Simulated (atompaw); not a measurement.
**Pseudopotential generation for Cr: PAW (atompaw), PBEsol, scalar-relativistic.**

- Element: chromium (Cr)
- Generator: atompaw 4.2.0.5
- Type: PAW
- Functional: PBEsol
- Relativity: scalar-relativistic
- Frozen core: [Ne]
- Valence charge: 14
- Reference configuration: 3s2 3p6 3d5 4s1 4p0
- Partial waves: 3s (bound); 4s (bound); 3p (bound); 4p (bound, empty); 3d (bound); 3d channel at 2.1 Ry
- Local potential: bessel scheme, radius 1.60 bohr
- Core correction: smooth core density matched at 1.55 bohr
- Augmentation charge: sinc compensation charge, radius 1.60 bohr; PAW radius 2.05 bohr; waves and projectors: bloechl

All-electron outer shells of the reference configuration (PBEsol, scalar-relativistic, ld1.x):

```
shell  level (eV)  outermost node (bohr)  outermost maximum (bohr)
   2s     -666.34                   0.09                      0.24
   2p     -560.29                      –                      0.20
   3s      -73.77                   0.36                      0.78
   3p      -45.34                   0.33                      0.80
   4s       -4.02                   1.12                      2.74
   3d       -2.93                      –                      0.84
   4p       -0.95                   1.25                      3.89
```

Calculated quality:

- Cutoffs needed: 40 Ry and 55 Ry (the cutoffs (Ry, on a coarse ladder) from which the occupation-weighted sum of valence levels, in a spherical-Bessel basis at the reference potential, stays within 10 and 1 mRy of its value at 400 Ry)
- Ghost test: no extra level below or beside the all-electron valence levels (s, p, d, f tested) (spherical-Bessel basis up to 400 Ry, 20 bohr box)
- Lowest eigenvalue of the overlap operator: 0.57 (s channel)
- Overlap eigenvalues printed by atompaw (projector basis): 0.767, 1.79, 2.6, 5.49, 11, 28.3
- Share of each valence orbital outside the PAW sphere: 3s 1 %, 4s 87 %, 3p 2 %, 4p 97 %, 3d 21 %

Generation and tests took about 5.5 s on one core of a shared server CPU.
